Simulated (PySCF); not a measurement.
# How methods differ on the ionisation energy of Xe⁺

Xe⁺ [Kr] 4d10 5s2 5p5 (2P) → Xe²⁺ [Kr] 4d10 5s2 5p4 (3P), as a difference of total energies. Calculation: PySCF 2.14, in cc-pVDZ-PP with ECP28MDF (4s3p2d, 23 functions); a scalar-relativistic core potential. Correlated levels: valence: 4s2 4p6 4d10 frozen. The calculations carry no spin-orbit coupling.

```json
{"method": "UHF", "ionisation energy (eV)": "20.150", "difference from reference (eV)": "-0.825"}
{"method": "BP86", "ionisation energy (eV)": "21.271", "difference from reference (eV)": "+0.296"}
{"method": "LDA", "ionisation energy (eV)": "21.418", "difference from reference (eV)": "+0.443"}
{"method": "MP2 (valence)", "ionisation energy (eV)": "20.631", "difference from reference (eV)": "-0.344"}
{"method": "SCS-MP2 (valence)", "ionisation energy (eV)": "20.606", "difference from reference (eV)": "-0.369"}
{"method": "CCSD (valence)", "ionisation energy (eV)": "20.604", "difference from reference (eV)": "-0.371"}
{"method": "CCSD(T) (valence)", "ionisation energy (eV)": "20.606", "difference from reference (eV)": "-0.369"}
```

Reference: 20.975 eV (semi-empirical (NIST evaluation); NIST Atomic Spectra Database, ionization energies).

The reference lies between the lowest fine-structure levels, while these numbers refer to the centres of the terms.

Errors of the correlated levels include the incompleteness of this basis and the frozen core.
